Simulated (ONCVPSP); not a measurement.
**Cutoff test, potassium, ONCV**

ONCVPSP 4.0.1 input, shortened (lines: element, Z, core and valence counts, functional; n l f; lmax; l rc ep ncon nbas qcut; lloc lpopt rc5 dvloc0; l nproj debl; icmod fcfact rcfact), PBE, non-relativistic:

```
  K 19.00    5    1        4      upf
    1    0    2.00
    2    0    2.00
    2    1    6.00
    3    0    2.00
    3    1    6.00
    4    0    0.50
    2
    0    4.00    0.00    4    7    2.00
    1    2.30    0.19    3    7    2.30
    2    3.85    0.02    4    8    2.80
    4    5    2.30    0.00
    0    2    1.30
    1    1    1.70
    2    2    2.20
    3    2.75    1.50
```

In the d channel the program set the typed energies aside and used -0.057, 2.143 Ha.

For each optimised wave give the share of its norm inside rc, the residual kinetic energy above qcut (Ha) and the cutoffs (Ha) for errors of 10, 1, 0.1 and 0.01 mHa per electron.

```csv
wave,norm inside rc,residual KE,10 mHa,1 mHa,0.1 mHa,0.01 mHa
4s,0.415,9.2e-05,0.6,1.3,2.0,6.3
s projector 2,0.210,4.1e-02,2.9,8.1,10.4,11.9
p projector 1,0.138,1.2e-01,29.6,37.7,50.5,81.7
d projector 1,0.428,7.8e-04,2.8,4.0,13.1,16.9
d projector 2,0.271,4.5e-02,14.8,20.6,26.6,40.5
```

The occupied waves need 1.3 Ha and 2.0 Ha for 1 and 0.1 mHa. The cutoffs count occupied waves only; projector 1 of the p channel, the hardest unoccupied one, needs 38 Ha at the loose tolerance. Note: no bound ghost flagged but for a GHOST(-) flag that falls on a real empty level of the atom; GHOST(+) flagged for s at 25.7 eV. 2 of 4 tests not solved or not reliable.
